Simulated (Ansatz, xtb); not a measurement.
## Ranking isomers of C4H3ClN2

5 gas-phase structures of C4H3ClN2, from a drawn sample of its isomers (lower ones may exist). Each was relaxed with GFN2-xTB:

A. `Clc1cncnc1`, a singlet
B. `Clc1ccncn1`, a singlet
C. `Clc1ccnnc1`, a singlet
D. `Clc1cccnn1`, a singlet
E. `Clc1cnccn1`, a singlet

Question: Make a reasoned guess at their ranking by r2SCAN-D4/def2-SVP single-point energy.

Answer: Calculated order at r2SCAN-D4/def2-SVP: B (0.0), A (15.3), E (19.5), D (107.4), C (110.9) kJ/mol. Less than 1 kcal/mol parts D and C, so the order within that pair means little.

Energies above the lowest of each column, in kJ/mol; the last columns are at B3LYP-D3(BJ)/def2-SVP geometries and were run for some of them only (a dash: not run or not comparable):

```
structure  GFN2-xTB  HF/STO-3G  r2SCAN-D4/def2-SVP  B3LYP-D3(BJ)/def2-SVP  CCSD(T)/def2-SVP + ΔMP2/def2-TZVPP
        B       0.0        0.0                 0.0                    0.0                                 0.0
        A       9.3        7.5                15.3                   13.7                                11.8
        E      24.4       13.3                19.5                   18.1                                21.8
        D      85.0       76.9               107.4                      –                                   –
        C      84.1       78.3               110.9                      –                                   –
```

Every level run on B puts it lowest or level with the lowest. Frequencies (GFN2-xTB) were run for A, B, E alone. ΔMP2 is the change of the MP2 energy from the smaller to the larger basis.

Over these structures GFN2-xTB departs from r2SCAN-D4/def2-SVP by 11.7 kJ/mol on average once a common shift is removed. A GFN2-xTB relaxation took about 0.084 s and the r2SCAN-D4/def2-SVP energy about 1.9 s on a shared host (Ansatz 0.2.0, xtb 6.7.1).
